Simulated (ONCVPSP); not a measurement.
## carbon: excitation energies, all-electron against ONCV

- Element: carbon (C)
- Generator: ONCVPSP 4.0.1
- Type: optimised norm-conserving Vanderbilt (ONCV)
- Functional: PBE
- Relativity: scalar-relativistic
- Frozen core: [He]
- Valence charge: 4
- Reference configuration: 2s2 2p2
- Partial waves: 2s: rc 1.35 bohr, ncon 4, nbas 8, qcut 4.7 1/bohr, 2 projectors, debl 1.7 Ha; 2p: rc 2.95 bohr, ncon 5, nbas 8, qcut 5.3 1/bohr, 2 projectors, debl 3.4 Ha
- Local potential: polynomial inside 1.30 bohr (lpopt 2, dvloc0 0 Ha)
- Core correction: Teter function, parameters optimised by the program

Energies are relative to the spin-unpolarised reference configuration 2s2 2p2; without spin polarisation the order of configurations can differ from experiment.

```json
{"valence configuration": "2s1 2p0", "charge": "+3", "ΔE all-electron (eV)": "83.211", "error AE − PS (meV)": "+1361"}
{"valence configuration": "2s1 2p3", "charge": "0", "ΔE all-electron (eV)": "8.478", "error AE − PS (meV)": "-12"}
```

**Question.** What are ΔE and the potential's error for 2s2 2p1?

**Answer.** ΔE = 10.861 eV all-electron; the error (AE − PS) is +62 meV.

**Question.** What are ΔE and the potential's error for 2s2 2p0?

**Answer.** ΔE = 35.017 eV all-electron; the error (AE − PS) is +724 meV.

Levels in the configuration 2s2 2p0:

```csv
level,all-electron (eV),pseudo (eV)
2s,-40.379,-39.818
```
